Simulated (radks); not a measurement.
Valence configurations of Nd III (all share [Xe]). All-electron calculation, Dirac Kohn-Sham, PBEsol, spin-unpolarised, spherical densities, finite nucleus; open shells fill j = l - 1/2 first; Fermi nuclear charge, rms radius 4.9123 fm. Program: a radial shooting solver on a logarithmic mesh with Libxc functionals. Energies are relative to 4f4; eigenvalues in eV.

\begin{tabular}{lrrrrr}
valence & E (eV) & e(4f5/2) & e(5d3/2) & e(6p1/2) & e(6s1/2) \\ \hline
4f4 & 0.000 & -14.693 & - & - & - \\
4f3.5 5d0.5 & 0.980 & -17.287 & -14.376 & - & - \\
4f3 5d1 & 2.957 & -20.168 & -15.131 & - & - \\
4f3 6s1 & 4.333 & -22.844 & - & - & -15.336 \\
4f2.5 5d1.5 & 6.057 & -23.295 & -15.892 & - & - \\
4f3 6p1 & 8.074 & -23.782 & - & -12.115 & - \\
4f2 5d2 & 10.395 & -26.633 & -16.649 & - & - \\
4f2 6p2 & 23.939 & -34.255 & - & -13.944 & - \\
\end{tabular}

NIST lists [Xe] 4f4 as the ground configuration; this level of theory agrees among the configurations tried. The energies are those of spherical spin-averaged densities, not of single terms.
